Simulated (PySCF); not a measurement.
# Argon: a sound run and one with changed settings

Sound run: Ar⁺ [Ne] 3s2 3p5, Ar²⁺ [Ne] 3s2 3p4. All numbers are calculated (PySCF 2.14, the spin-free X2C one-electron Hamiltonian (Gaussian nucleus), in x2c-TZVPall). In the sound run the correlated levels freeze [Ne]. The sound run starts from symmetry-adapted Hartree-Fock orbitals and uses a fine grid where one is needed.

Changed run: a valence shell is frozen. This setting is unsound on purpose.

| species | method | sound run (hartree) | changed run (hartree) | converged |
| --- | --- | --- | --- | --- |
| Ar⁺ | MP2 | -528.24147 | -528.18238 | yes |
| Ar⁺ | CCSD(T) | -528.27237 | -528.19745 | yes |
| Ar²⁺ | MP2 | -527.23707 | -527.17066 | yes |
| Ar²⁺ | CCSD(T) | -527.26802 | -527.18373 | yes |

Ionisation energy of Ar⁺:

| method | sound run (eV) | changed run (eV) |
| --- | --- | --- |
| UHF | 26.368 | 26.368 |
| MP2 | 27.331 | 27.530 |
| SCS-MP2 | 27.324 | 27.600 |
| CCSD | 27.297 | 27.538 |
| CCSD(T) | 27.330 | 27.585 |

Freezing a valence shell removes pair correlation that changes on ionisation.

For comparison, NIST gives 27.630 eV between the lowest levels.
